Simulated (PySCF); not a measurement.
C4H5NSi, SMILES C#C[SiH](N)C#C. Atoms are numbered in the order given.

```xyz
11

C      2.6172    -0.3023    -0.7853
C      1.5350    -0.2475    -0.2323
Si    -0.0971    -0.1538     0.6004
N     -0.8024    -1.7237     0.5741
C     -1.0638     1.1558    -0.2674
C     -1.7306     2.0061    -0.8287
H      3.5751    -0.3507    -1.2725
H      0.0505     0.2631     2.0207
H     -0.8591    -2.2222    -0.3075
H     -1.6224    -1.9025     1.1436
H     -2.3152     2.7594    -1.3265
```

The structure is a stationary point at PBE0-D3(BJ)/def2-SVP. This is a generated structure with no PubChem entry under its InChIKey; it may be hypothetical. Other conformers were not sampled.

Method: PBE0/pcSseg-1 (PySCF).

GIAO shieldings, no solvent; atoms listed in one row are averaged. δ = σ(ref) − σ: ¹³C against TMS (σ = 186.3 ppm); ²⁹Si against TMS (σ = 352.7 ppm); ¹⁵N against NH3 (σ = 267.4 ppm); ¹H against TMS (σ = 31.56 ppm), references at their B3LYP-D3(BJ)/def2-TZVP geometries, non-relativistic.

Computed chemical shifts:
```json
[
 {"nucleus": "¹³C", "atoms": "C1, C6", "count": "2", "δ (ppm)": "102.8"},
 {"nucleus": "¹³C", "atoms": "C5", "count": "1", "δ (ppm)": "92.0"},
 {"nucleus": "¹³C", "atoms": "C2", "count": "1", "δ (ppm)": "88.3"},
 {"nucleus": "²⁹Si", "atoms": "Si3", "count": "1", "δ (ppm)": "-68.8"},
 {"nucleus": "¹⁵N", "atoms": "N4", "count": "1", "δ (ppm)": "21.6"},
 {"nucleus": "¹H", "atoms": "H8", "count": "1", "δ (ppm)": "5.04"},
 {"nucleus": "¹H", "atoms": "H7, H11", "count": "2", "δ (ppm)": "2.58"},
 {"nucleus": "¹H", "atoms": "H9", "count": "1", "δ (ppm)": "0.84"},
 {"nucleus": "¹H", "atoms": "H10", "count": "1", "δ (ppm)": "0.75"}
]
```
